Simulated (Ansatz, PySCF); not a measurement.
The pair A = AlH3 (SMILES [AlH3]) (first 4 atoms), B = CH5N (SMILES CN); geometry from B3LYP-D3(BJ)/def2-TZVP.
(charge 0, multiplicity 1):
```xyz
11

Al    -0.328     0.596     1.671
H     -0.755    -0.866     1.186
H      0.930     1.272     0.953
H     -1.492     1.563     2.184
C     -0.384    -0.555     4.428
N      0.534     0.114     3.477
H     -1.230     0.103     4.612
H      0.107    -0.794     5.372
H     -0.753    -1.468     3.967
H      0.900     0.970     3.885
H      1.339    -0.478     3.290
```

Frozen-core correlation. CBS: X⁻³ extrapolation of the correlation energy, Hartree–Fock from the larger set. MP2 and its Hartree–Fock in aug-cc-pV(T+d)Z are density fitted.

Codes used: Ansatz (a program for electronic structure) with Gaussian orbitals; PySCF for the dispersion terms. Each number belongs to the level named beside it.

The monomers are drawn apart, rigid, along the line of their centres of mass. Counterpoise-corrected interaction energies (kcal/mol):

| level | R = 3.322 Å | R = 4.145 Å |
|---|---|---|
| PBE/def2-TZVPPD | -18.1094 | -6.6970 |
| PBE-D3(BJ)/def2-TZVPPD | -19.2957 | -7.2898 |
| wB97M-V/def2-TZVPPD | -18.8888 | -6.9427 |
| MP2/CBS(aug-cc-pV(D+d)Z, aug-cc-pV(T+d)Z) + ΔCCSD(T)/aug-cc-pV(D+d)Z | -18.4774 | -6.8155 |

Problem. R is the distance of the centres of mass. Find the local exponent m of E ∝ R⁻ᵐ between the two points.

Solution. 
m = ln(E₁/E₂)/ln(R₂/R₁): PBE/def2-TZVPPD 4.5; PBE-D3(BJ)/def2-TZVPPD 4.4; wB97M-V/def2-TZVPPD 4.5; MP2/CBS(aug-cc-pV(D+d)Z, aug-cc-pV(T+d)Z) + ΔCCSD(T)/aug-cc-pV(D+d)Z 4.5. For scale, two fixed dipoles give m = 3, dipole and quadrupole 4, quadrupoles 5, and dispersion or dipole-induced dipole 6 at long range; at these distances several terms mix, and what is left of overlap and damping shifts m, so it need not match one of them.
